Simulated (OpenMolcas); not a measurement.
**Ta2+: moving or changing the point charges**

Ta2+ among 8 point charges of -1.2 e arranged as a cube (Oh), 2.22 Å from the ion.
```
   1.2817    1.2817    1.2817  -1.20
   1.2817    1.2817   -1.2817  -1.20
   1.2817   -1.2817    1.2817  -1.20
   1.2817   -1.2817   -1.2817  -1.20
  -1.2817    1.2817    1.2817  -1.20
  -1.2817    1.2817   -1.2817  -1.20
  -1.2817   -1.2817    1.2817  -1.20
  -1.2817   -1.2817   -1.2817  -1.20
```

```yaml
Program: OpenMolcas 26.06
Method: "SS-CASPT2, IPEA 0.25 Eh, imaginary shift 0.1 Eh (closed shells correlated: 4f 5s 5p)"
Basis: ANO-RCC-VDZP [7s6p4d2f1g]
Scalar_Hamiltonian: DKH2, point nucleus
Active_space: 3 electrons in 5 orbitals (5d)
State_averaging: 2S+1 = 4 even, 10 roots; 2S+1 = 2 even, 40 roots
Spin-orbit_coupling: state interaction with AMFI integrals over the reference wave functions
```

Runs around this geometry, states (labels of O, the rotations of Oh). Energies in cm-1 above the lowest state or level, χT in cm3 K/mol; under a threefold ground state the first gap can be a small split of the lowest multiplet, not the spin-orbit step; 10Dq and B are least-squares fits to the states below 45000 cm-1, weighted by degeneracy, with a free offset, and given where the rms deviation is under 5 % of |10Dq| (or 100 cm-1) and under 700 cm-1; 10Dq is negative for this site.

```
R (Å)  q (e)  Ground state  First state of that spin    10Dq  B (rms of fit)  First gap with spin-orbit (degeneracies)  χT at 300 K  First state of another spin
 2.22   -0.6           4T1                  4T2 4730                                                       1800 (4, 2)        0.200                      2E 5950
 2.22   -1.2            2E                  2T2 9890  -11703       509 (541)                               2410 (4, 2)        0.327                      4T1 150
 2.44   -1.2           4T1                  4T2 6740                                                       1830 (4, 2)        0.249                      2E 3680
```

The ground state changes within this set.

Roots that are degenerate in the reference are averaged as groups; the widest CASPT2 spread within a group is 200 cm-1 (the 3-fold group of multiplicity 2 near 27600 cm-1 above the lowest state of its run, R = 2.44, q = -1.2). Shifts and gaps below about the spread of the groups concerned are not significant. Free-ion shares, where given, are those of the reference states; single-state CASPT2 does not remix them. An orbital triplet at a regular site is open to Jahn-Teller coupling, which can distort the site and quench the lowest spin-orbit gaps and is left out (holds for R = 2.22, q = -0.6; R = 2.44, q = -1.2). This shell can be high or low spin here, a state of another spin lies low, and with metal d orbitals alone active their balance is uncertain, so the ground spin may be wrong (holds for R = 2.22, q = -0.6; R = 2.44, q = -1.2). Point charges give a weaker field than real ligands, and real ions of this kind are as a rule low spin; the high spin found here belongs to the model (holds for R = 2.22, q = -0.6; R = 2.44, q = -1.2). Spin-orbit coupling mixes the spin-free states strongly: the lowest level takes only 59 % from its leading state, 4T1, which lies 152 cm-1 above the lowest spin-free state (holds for R = 2.22, q = -1.2). An orbital doublet at a regular site is open to a Jahn-Teller distortion, which this geometry leaves out (holds for R = 2.22, q = -1.2). This shell can be high or low spin here, a state of another spin lies low, and with metal d orbitals alone active their balance is uncertain, so the ground spin may be wrong, although the usual error favours high spin (holds for R = 2.22, q = -1.2). This is an electrostatic model: the charges have no orbitals. No measured value stands beside these numbers.
